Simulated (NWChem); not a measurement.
# SiH₂Br₂; SMILES Br[SiH2]Br

Program: NWChem. Geometry: optimised at PBE0/def2-SVP. Level: PBE0/def2-SVP with SMD (1 M gas to 1 M solution), gas-phase geometry. Reactions with the solvent are ignored.

Q: Predict the results for solvent water. Quantities: solvation free energy (kcal/mol); cavity-dispersion-structure term (kcal/mol); dipole in solution (D).

A: 
| Quantity | Result |
|---|---|
| solvation free energy (kcal/mol) | -0.7 |
| cavity-dispersion-structure term (kcal/mol) | 0.3 |
| dipole in solution (D) | 1.63 |
